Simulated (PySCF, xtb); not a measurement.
C₄H₁₂O₂Si, SMILES CO[Si](C)(C)OC. The values are those of a single conformer.

Harmonic wavenumbers (cm⁻¹) from GFN2-xTB run with xtb at its own minimum, in rising order: 56, 71, 77, 90, 99, 107, 118, 149, 176, 211, 253, 295, 352, 617, 737, 752, 759, 791, 829, 852, 878, 1127, 1129, 1134, 1137, 1150, 1152, 1378, 1381, 1406, 1414, 1478, 1480, 1485, 1486, 1487, 1492, 1494, 1497, 2945, 2947, 2959, 2970, 2984, 2986, 3022, 3040, 3045, 3048, 3051, 3068.

Question: What does B3LYP-D3(BJ)/def2-SVP (PySCF) give at its own minimum? (An estimate is asked for; the answer gives what the named calculation found.)

Answer: 42, 67, 90, 95, 124, 133, 150, 166, 200, 229, 272, 326, 369, 603, 684, 732, 739, 748, 802, 866, 882, 1149, 1160, 1179, 1180, 1212, 1218, 1273, 1277, 1427, 1429, 1436, 1439, 1471, 1476, 1478, 1479, 1480, 1484, 2975, 2987, 3027, 3032, 3035, 3059, 3089, 3098, 3113, 3118, 3120, 3130. Paired by order, the mean absolute difference is 36 cm⁻¹ and the zero-point energies are 98.1 and 99.1 kcal/mol.
